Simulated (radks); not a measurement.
Cd42+, configuration [He] 2s2 2p2. Method: scalar-relativistic Kohn-Sham, PBE, spin-unpolarised, spherical densities, point nucleus; computed with a radial shooting solver on a logarithmic mesh with Libxc functionals.

Normalised radial functions P(r) = r R(r), r in bohr:

r	1s	2s
0.002982	1.9511	0.6830
0.003283	2.1041	0.7356
0.003613	2.2658	0.7910
0.003977	2.4361	0.8491
0.004378	2.6145	0.9095
0.004819	2.8006	0.9721
0.005305	2.9936	1.0362
0.005839	3.1924	1.1016
0.006377	3.3786	1.1618
0.007019	3.5845	1.2271
0.007726	3.7911	1.2909
0.008505	3.9961	1.3519
0.009362	4.1964	1.4086
0.01031	4.3887	1.4592
0.01134	4.5690	1.5016
0.01249	4.7331	1.5333
0.01374	4.8764	1.5518
0.01513	4.9938	1.5540
0.01665	5.0803	1.5369
0.01833	5.1308	1.4971
0.02018	5.1405	1.4311
0.02204	5.1097	1.3449
0.02426	5.0298	1.2199
0.0267	4.8990	1.0600
0.02939	4.7165	0.8632
0.03235	4.4831	0.6287
0.03561	4.2019	0.3568
0.0392	3.8779	0.0495
0.04315	3.5185	-0.2889
0.0475	3.1334	-0.6521
0.05228	2.7338	-1.0312
0.05755	2.3319	-1.4149
0.06335	1.9404	-1.7897
0.06973	1.5712	-2.1402
0.07614	1.2612	-2.4261
0.08382	0.9617	-2.6841
0.09226	0.7073	-2.8711
0.1016	0.5001	-2.9749
0.1118	0.3384	-2.9878
0.1231	0.2183	-2.9078
0.1355	0.1336	-2.7400
0.1491	0.0772	-2.4961
0.1641	0.0418	-2.1941
0.1807	0.0211	-1.8566
0.1989	0.0099	-1.5082
0.2189	0.0042	-1.1722
0.239	0.0018	-0.8921
0.2631	0.0006	-0.6300
0.2896	0.0002	-0.4204
0.3188	0.0001	-0.2636
0.3509	0.0000	-0.1545
0.3863	0.0000	-0.0840
0.4252	0.0000	-0.0421

1s: eigenvalue -30066 eV, 0 radial nodes, <r> = 0.0303 bohr, 90 % of the charge inside 0.0543 bohr. 2s: eigenvalue -6953.1 eV, 1 radial node at r = 0.0398 bohr, <r> = 0.125 bohr, 90 % of the charge inside 0.192 bohr.
